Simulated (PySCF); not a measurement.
A homologous series of growing length: n-germane silyl/silyl. Isolated molecules, 0 K electronic values unless said otherwise. One relaxed conformer stands for each flexible species; it need not be the lowest. Strings in code marks are SMILES.

The four lowest singlet excitations (Tamm–Dancoff). Calculation: PBE-D3(BJ)/def2-TZVP // r2SCAN-D4/def2-SVP (PySCF). Excitations are Tamm–Dancoff values on a coarser integration grid. The basis has no diffuse functions, so Rydberg states are missing or too high.

```csv
state,energy (eV),wavelength (nm),oscillator strength
S1,6.50,191,0.071
S2,6.56,189,0.000
S3,6.60,188,0.290
S4,6.76,183,0.015
```

Task: Name which member gives these states.
A) `[SiH3][GeH2][GeH2][GeH2][GeH2][GeH2][GeH2][SiH3]`
B) `[SiH3][GeH2][GeH2][GeH2][GeH2][SiH3]`
C) `[SiH3][GeH2][GeH2][GeH2][SiH3]` (Si–Ge–Ge–Ge torsion 175°, Ge–Ge–Ge–Si torsion 178°)
D) `[SiH3][GeH2][SiH3]`

Result: D, `[SiH3][GeH2][SiH3]`
